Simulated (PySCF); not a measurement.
## Molecular orbitals of AgCl

PBE at R = 2.293 Å; PySCF, scalar-relativistic core potentials, basis sets Ag def2-TZVPP with ECP28, Cl def2-TZVPP. State: ¹Σ⁺ (singlet), closed shell. Only the outer orbitals are listed, counted within each symmetry, core potentials removing the inner ones.

```tsv
orbital	occ.	ε (eV)	on Ag (%)	main shells (%)
7σ	2	-9.52	64	61 Ag d, 33 Cl p
3π	2	-8.77	89	90 Ag d, 10 Cl p
3π	2	-8.77	89	90 Ag d, 10 Cl p
1δ	2	-8.35	100	100 Ag d
1δ	2	-8.35	100	100 Ag d
8σ	2	-6.91	56	44 Cl p, 33 Ag d, 22 Ag s
4π	2	-6.35	13	87 Cl p, 10 Ag d
4π	2	-6.35	13	87 Cl p, 10 Ag d
9σ	0	-4.07	86	68 Ag s, 16 Ag p, 14 Cl p
5π	0	-0.64	98	98 Ag p
5π	0	-0.64	98	98 Ag p
```

Q: Which are the highest filled and the lowest empty level, where do they sit, and how wide is the gap?

A: Highest filled 4π at -6.35 eV (in %: 87 Cl p, 10 Ag d); lowest empty 9σ at -4.07 eV (in %: 68 Ag s, 16 Ag p, 14 Cl p); the gap at PBE is 2.28 eV.

* bond order (Mayer): 1.06
* ⟨S²⟩: 0.000
* charge on Ag (Mulliken, basis-dependent): 0.40
* charge on Ag (Löwdin, basis-dependent): 0.14
* dipole moment (positive dipole means Ag(−)Cl(+)): -4.88 D
* polarisability along the bond: 57.2 bohr³
* polarisability across the bond: 31.4 bohr³

Spin–orbit coupling is left out.
